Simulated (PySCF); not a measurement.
Atom-mapped SMILES (the numbers label the heavy atoms): `[SiH3:1][CH2:2]/[CH:3]=[N:4]\[SiH3:5]`; H(Xn) means a hydrogen on atom n.

Geometry: PBE0-D3(BJ)/def2-SVP; GIAO shifts from PySCF 2.14.0 with density-fitted response routines, gas phase, non-relativistic, averaged over equivalent atoms.

At PBE0/pcSseg-1 (144 basis functions, 15 s wall time on 1 thread of an Arm Neoverse V2, shared host):
| atoms | δ (ppm) |
| --- | --- |
| Si1 | -70.3 |
| Si5 | -71.4 |
| C3 | 181.6 |
| C2 | 24.2 |
| N4 | 366.4 |
| H(C3) | 8.66 |
| H(Si5) | 4.93 |
| H(Si1) | 3.91 |
| H(C2) | 2.13 |

Chemical shifts δ = σref − σ; TMS for 29Si (351.99 ppm), 13C (184.41 ppm), 1H (31.27 ppm); NH3 for 15N (265.67 ppm), all at this level.

Question: What do these become at PBE0/aug-cc-pVDZ?

Answer: 
```json
{"atoms": "Si1", "δ at PBE0/aug-cc-pVDZ": "-66.9", "change": "+3.4"}
{"atoms": "Si5", "δ at PBE0/aug-cc-pVDZ": "-64.4", "change": "+7.0"}
{"atoms": "C3", "δ at PBE0/aug-cc-pVDZ": "174.2", "change": "-7.4"}
{"atoms": "C2", "δ at PBE0/aug-cc-pVDZ": "24.1", "change": "-0.1"}
{"atoms": "N4", "δ at PBE0/aug-cc-pVDZ": "333.8", "change": "-32.6"}
{"atoms": "H(C3)", "δ at PBE0/aug-cc-pVDZ": "9.15", "change": "+0.49"}
{"atoms": "H(Si5)", "δ at PBE0/aug-cc-pVDZ": "5.15", "change": "+0.22"}
{"atoms": "H(Si1)", "δ at PBE0/aug-cc-pVDZ": "4.02", "change": "+0.11"}
{"atoms": "H(C2)", "δ at PBE0/aug-cc-pVDZ": "2.42", "change": "+0.29"}
```

Shifts are taken against calculated references (same method and geometry level): 29Si (416.72 ppm), 13C (195.12 ppm), 1H (31.39 ppm) vs TMS; 15N (269.84 ppm) against NH3.

The largest change is at N4 (imine nitrogen). Cost: 204 basis functions, 14 s wall time on 1 thread of an AMD EPYC 9R45, shared host.

Experimental scales use liquid or dissolved standards, which lie at an offset from isolated NH3 (liquid NH3: subtract about 20 ppm). Unscaled 15N shifts of sp2 nitrogen often come out too high even then, by a few to some tens of ppm.
